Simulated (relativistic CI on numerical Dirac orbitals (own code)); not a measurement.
Calculated at this level of theory: Dirac-Coulomb-Breit CI, orbitals from a KLI potential per configuration, a model potential for QED, unscaled Slater integrals (own radial code, finite nucleus).

CI space (outside the closed core [Ne]): 3s²3p⁶3d⁷, 3s²3p⁵3d⁸, 3s²3p⁴3d⁹, 3s3p⁶3d⁸, 3p⁶3d⁹, 3s²3p⁶3d⁶4s, 3s²3p⁶3d⁶4p, 3s3p⁵3d⁹, 3s²3p⁶3d⁶4d, 3s²3p⁶3d⁵4s², 3s²3p⁶3d⁶4f, 3s²3p⁶3d⁵4s4p, 3s²3p⁵3d⁷4s, 3s²3p⁶3d⁶5s, 3s²3p⁴3d⁸4s, 3s²3p⁶3d⁵4p², 3s²3p⁶3d⁶5p, 3s²3p⁶3d⁵4s4d, 3s²3p⁵3d⁷4p, 3s²3p⁴3d⁸4p, 3s²3p⁶3d⁶5d, 3s²3p⁶3d⁵4p4d, 3s²3p⁶3d⁶5f, 3s²3p⁴3d⁸4d, 3s²3p⁶3d⁶5g, 3s²3p⁵3d⁶4s², 3s3p⁵3d⁸4s, 3s²3p⁶3d⁶6s, 3s3p⁶3d⁷4s, 3s²3p⁶3d⁶6p, 3s3p⁵3d⁸4p, 3s²3p⁶3d⁶6d, 3s3p⁶3d⁷4p, 3p⁶3d⁸4s. Levels of other configurations are missing.

At this charge energies of transitions that change n are usually good to better than 1 %, and those within a shell (Δn = 0) to a few per cent. Terms inside the open d or f shell come out 10 to 20 % too wide with unscaled integrals.

Outline of the computed level scheme of Zr XVI. Lowest level of each configuration: 3s²3p⁶3d⁷ ⁴F9/2 at 0.000 eV; 3s²3p⁵3d⁸ ⁴G°11/2 at 136.712 eV.

Some strong electric-dipole decays among the lowest 45 levels: 3s²3p⁵3d⁸ ⁴D°5/2 → 3s²3p⁶3d⁷ ⁴F7/2 (2.2e+11 s⁻¹); 3s²3p⁵3d⁸ ⁴F°9/2 → 3s²3p⁶3d⁷ ⁴F9/2 (1.9e+11 s⁻¹); 3s²3p⁵3d⁸ ⁴D°3/2 → 3s²3p⁶3d⁷ ⁴F5/2 (1.6e+11 s⁻¹); 3s²3p⁵3d⁸ ⁴D°7/2 → 3s²3p⁶3d⁷ ⁴F9/2 (1.6e+11 s⁻¹); 3s²3p⁵3d⁸ ⁴P°3/2 → 3s²3p⁶3d⁷ ⁴F5/2 (1.5e+11 s⁻¹); 3s²3p⁵3d⁸ ²S°1/2 → 3s²3p⁶3d⁷ ⁴P3/2 (1.4e+11 s⁻¹); 3s²3p⁵3d⁸ ⁴F°7/2 → 3s²3p⁶3d⁷ ⁴F9/2 (1.4e+11 s⁻¹); 3s²3p⁵3d⁸ ⁴D°7/2 → 3s²3p⁶3d⁷ ⁴F7/2 (1.3e+11 s⁻¹).

LS names give the leading component of a level, which can be under half, so a name can repeat, a term be missing and a line seem to break the LS rules.
